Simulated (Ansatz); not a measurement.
Basis-set extrapolation for F$_{2}$H$_{6}$N$_{2}$OSi$_{2}$, SMILES `N[SiH2]O[Si](N)(F)F` (PBE0-D4/def2-TZVP geometry, frozen core, Ansatz). Multiplicity 1, RHF reference.

```
                      def2-TZVPP   def2-QZVPP
                 HF  -964.541856  -964.580833
    MP2 correlation    -1.389134    -1.507957
CCSD(T) correlation    -1.468622      not run
```

Energies in hartree. Use E(X) = E(∞) + A·exp(−7.88·√X) for Hartree–Fock and E(X) = E(∞) + B·X^(−2.97) for correlation, with X = 3 and 4, and add CCSD(T) minus MP2 of the smaller set to the MP2 limit.

Task: What is the CCSD(T) energy at the basis-set limit?

Result: HF limit: -964.580833 + (-0.038977) × 0.13774 = -964.58620. MP2 limit: -1.507957 + (-0.118823) × 0.74074 = -1.59597. Higher-order term: -1.468622 − (-1.389134) = -0.07949. Total: -966.26166 hartree, 6.84 eV below CCSD(T)/def2-TZVPP.
